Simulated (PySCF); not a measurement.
Input file for PySCF: D3(BJ) and D4 dispersion corrections on BFH4N2 (SMILES NB(N)F), a point of a torsion scan.

```python
from pyscf import gto
from pyscf.dispersion import dftd3, dftd4

mol = gto.M(
    atom='''
    N     1.17004814   -0.41276611    0.32560173
    B     0.43531702    0.77383702    0.21042912
    N     0.16236195    1.42552421   -0.99865214
    F    -0.04299679    1.32796609    1.34371428
    H     1.33909622   -0.84189901    1.21592538
    H     1.56974749   -0.90619297   -0.44890241
    H    -0.36951975    2.27497669   -1.02940767
    H     0.46868721    1.10195330   -1.89562463
    ''',
    basis='def2-svp',
    charge=0, spin=0, verbose=0, max_memory=1800)
d3, d4 = {}, {}
for xc in ['hf', 'pbe', 'blyp', 'revpbe', 'tpss', 'r2scan', 'b3lyp', 'pbe0', 'bhlyp', 'camb3lyp', 'b2plyp']:
    d3[xc] = float(dftd3.DFTD3Dispersion(mol, xc=xc, version='d3bj', atm=False).get_dispersion()['energy'])
    print(f'D3(BJ) {xc:10s} {d3[xc]:14.8f} Eh')
for xc in ['hf', 'pbe', 'blyp', 'revpbe', 'tpss', 'r2scan', 'b3lyp', 'pbe0', 'bhlyp', 'camb3lyp', 'b2plyp']:
    d4[xc] = float(dftd4.DFTD4Dispersion(mol, xc={'camb3lyp': 'cam-b3lyp'}.get(xc, xc), atm=True).get_dispersion()['energy'])
    print(f'D4     {xc:10s} {d4[xc]:14.8f} Eh')
```

Output:

```
D3(BJ) hf            -0.03524239 Eh
D3(BJ) pbe           -0.00396272 Eh
D3(BJ) blyp          -0.00824043 Eh
D3(BJ) revpbe        -0.01054823 Eh
D3(BJ) tpss          -0.00486263 Eh
D3(BJ) r2scan        -0.00104520 Eh
D3(BJ) b3lyp         -0.00667241 Eh
D3(BJ) pbe0          -0.00328829 Eh
D3(BJ) bhlyp         -0.00503975 Eh
D3(BJ) camb3lyp      -0.00278586 Eh
D3(BJ) b2plyp        -0.00295110 Eh
D4     hf            -0.01537744 Eh
D4     pbe           -0.00376362 Eh
D4     blyp          -0.00867704 Eh
D4     revpbe        -0.01392883 Eh
D4     tpss          -0.00511615 Eh
D4     r2scan        -0.00090383 Eh
D4     b3lyp         -0.00604282 Eh
D4     pbe0          -0.00309856 Eh
D4     bhlyp         -0.00405980 Eh
D4     camb3lyp      -0.00305645 Eh
D4     b2plyp        -0.00260515 Eh
```

The run finished.

Cost: very roughly 0.010 core-seconds.
